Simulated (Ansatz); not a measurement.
F₄MoO (SMILES [O]=[Mo]([F])([F])([F])[F]), singlet, geometry from GFN2-xTB (such geometries of metal compounds can be far from the true shape) (core potentials on Mo); PBE/def2-SV(P) (Ansatz, a quantum-chemistry and plane-wave program).

Input for Ansatz:
Ansatz 0.2 input:
```yaml
crystal:
  periodic: [false, false, false]
  atoms:
    - {symbol: Mo, position_ang: [0.06147091, -0.03387881, 0.05793728]}
    - {symbol: O, position_ang: [1.14984763, -0.63372208, 1.08374922]}
    - {symbol: F, position_ang: [-1.12609422, 0.62063073, -1.06136126]}
    - {symbol: F, position_ang: [0.00314904, 1.59071839, 0.78506936]}
    - {symbol: F, position_ang: [1.03705102, -0.28749738, -1.41017703]}
    - {symbol: F, position_ang: [-1.22305687, -1.20244210, 0.45276230]}
basis:
  gaussian:
    orbitals: def2-SV_P_.json
    occupation: {up: {"A'": 19, "A''": 10}, down: {"A'": 19, "A''": 10}}
hamiltonian:
  xc: pbe
```
The basis file holds def2-SV(P) in the JSON format of the Basis Set Exchange.

The log (banner, timings and long lists left out):

```
Functional definition: PBE
the irreps are read with x along [-0.230, 0.955, 0.190], y along [-0.636, 0.000, -0.772] and z along [-0.737, -0.298, 0.607] of the geometry given
1003 factors; their error is unknown
mean field evaluation 1: about -14733.7311 eV, gradient 5.8e1 eV
mean field evaluation 2: about -14738.5652 eV, gradient 1.7e1 eV
mean field evaluation 4: about -14738.2387 eV, gradient 2.4e1 eV
mean field evaluation 8: about -14739.4408 eV, gradient 6.3e-3 eV
mean field -14739.37159720 eV, -541.6619154922 hartree, gradient 8.4e-7 eV, S^2 0.000000; 0 other end points of the search recorded, 0 dependent functions left out
reference -14739.37167230 eV, -541.6619182522 hartree; 29, 29 occupied and 65, 65 virtual orbitals, 1003 factors
Total energy: -14739.37167230 eV, -541.6619182522 hartree
```
